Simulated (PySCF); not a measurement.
## Al⁺ (aluminium, charge +1) across methods

[Ne] 3s1 3p1, high-spin 3P determinant (an excited configuration). Calculation: PySCF 2.14, in aug-cc-pCVTZ-DK (8s7p5d3f, 75 functions); the spin-free X2C one-electron Hamiltonian (Gaussian nucleus).

```csv
method,E (hartree),mean ε 2p β (eV),mean ε 3s α (eV),mean ε 3p α (eV),Σ⟨r²⟩ (bohr²),⟨S²⟩
LDA,-241.3578,-79.334,-16.347,-10.406,19.13,2.000
M06,-242.4023,-84.451,-17.322,-11.149,18.99,2.000
revPBE,-242.3745,-79.200,-16.224,-10.526,19.12,2.000
UHF,-241.97769,-96.897,-20.721,-14.168,19.34,2.000
PBE0,-242.3078,-83.943,-17.486,-11.506,19.09,2.000
r2SCAN,-242.3964,-80.909,-16.530,-10.689,19.03,2.000
PW91,-242.4016,-79.393,-16.323,-10.552,19.08,2.000
TPSSh,-242.4308,-81.498,-16.764,-10.953,19.04,2.000
PBE,-242.2847,-79.234,-16.266,-10.511,19.12,2.000
```
